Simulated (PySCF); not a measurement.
trichloroethylene (C₂HCl₃), SMILES ClC(Cl)=CCl.

Geometry: PBE0-D3(BJ)/def2-SVP.

All values below come from PBE/def2-TZVP (PySCF).

Gas-phase values at a fixed geometry.

| Quantity | Value |
|---|---|
| total energy | -1456.79906 hartree |
| point group | Cs |
| highest occupied level | -6.14 eV |
| lowest empty level | -1.79 eV |
| orbital gap | 4.36 eV |
| dipole moment | 0.76 D |
| quadrupole, principal values (traceless, Buckingham form, about the centre of nuclear charge) | -2.28, -1.29, 3.57 D·Å |
| mean static polarisability | 62.2 bohr³ (9.21 Å³) |
| polarisability, principal values | 36.9, 63.7, 85.9 bohr³ |
